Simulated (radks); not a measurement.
The numbers below are computed, except where a source is named.
Br IV, configuration [Ar] 3d10 4s2 4p2 (the NIST ground configuration).

Code: a radial shooting solver on a logarithmic mesh with Libxc functionals. Model: Dirac Kohn-Sham, LDA (Slater exchange, Perdew-Wang correlation), spin-unpolarised, spherical densities, finite nucleus; open shells are shared between the two j in proportion to 2j + 1; Fermi nuclear charge, rms radius 4.1629 fm.

Energy parts (eV):
total: -70768.784
kinetic: 72545.642
electron-nucleus: -169811.997
Hartree: 28884.049
exchange-correlation: -2386.478

Orbitals (lengths in bohr, moments of r in powers of bohr; r(max) is where P^2 peaks):
orbital,occ.,eigenvalue (eV),r(max),small-component weight
1s1/2,2,-13330.48,0.02795,1.61e-02
2s1/2,2,-1768.559,0.1595,3.17e-03
2p1/2,2,-1598.067,0.1252,3.17e-03
2p3/2,4,-1550.646,0.1285,3.10e-03
3s1/2,2,-275.5789,0.4846,7.66e-04
3p1/2,2,-216.2460,0.4753,7.16e-04
3p3/2,4,-209.3885,0.4841,6.96e-04
3d3/2,4,-105.9872,0.4276,5.77e-04
3d5/2,6,-104.8933,0.4303,5.71e-04
4s1/2,2,-54.4879,1.366,1.37e-04
4p1/2,0.666667,-40.6640,1.517,1.09e-04
4p3/2,1.33333,-39.9144,1.542,1.07e-04

The highest occupied level is 4p3/2 at -39.914 eV. For comparison, the ionisation energy in NIST's Atomic Spectra Database is 47.78 eV (measured). In exact Kohn-Sham theory the highest level is minus the ionisation energy, but local and semilocal functionals leave it too shallow, through self-interaction and a potential that decays too fast; potentials with the right tail come closer. Summed over all electrons, <r^2> = 19.96 bohr^2, which gives a Langevin (diamagnetic) susceptibility term of -15.8 x 10^-6 cm^3/mol. The density falls to 0.001 e/bohr^3 at r = 3.29 bohr.

Beside tabulated values, note that spin-unpolarised runs miss the spin-polarisation part of the exchange energy of open shells.
